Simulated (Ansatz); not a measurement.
Species: sum formula YOCl (charge -1, doublet). The spin state was set by rule; other spins were not relaxed. 
Structure (B3LYP-D3(BJ)/def2-TZVP (Ansatz, a program for electronic structure) minimum search):
```
Y
O 1 1.8520
Cl 1 2.6217 2 117.62
```
Charge -1, spin multiplicity 2.

Total electronic energies in hartree. Correlated levels leave the core frozen unless marked. Open shells are spin-unrestricted. No spin-orbit coupling. The frozen core is the preceding noble-gas configuration, with the filled d and f shells of earlier blocks. In def2 rows, elements after Kr have scalar-relativistic effective core potentials. Basis-set limits of correlation are two-point, X^-3; Hartree-Fock from the larger set. The bracket is a focal-point correction in the basis named.

```tsv
level	program	energy (Eh)
PBE/def2-TZVPD	Ansatz	-573.69937
PBE0/def2-TZVPD	Ansatz	-573.70843
B2GP-PLYP-D4/def2-TZVPD	Ansatz + dftd4	-573.55072
PBE-QIDH/def2-TZVPD	Ansatz	___
RPA@PBE/def2-QZVPP	Ansatz	___
RI-MP2/def2-QZVPP	Ansatz	-573.01447
RI-MP2/CBS(def2-TZVPPD,def2-QZVPPD)	Ansatz	-573.0452
CCSD(T)/def2-TZVPP	Ansatz	-572.97641
RI-MP2/CBS(def2-TZVPPD,def2-QZVPPD)+[CCSD(T)-MP2]/def2-TZVPPD	Ansatz	-573.0710
```

**Question.** What belongs in the gaps?

**Answer.** 
- PBE-QIDH/def2-TZVPD, energy (Eh): -573.49165
- RPA@PBE/def2-QZVPP, energy (Eh): -573.28953
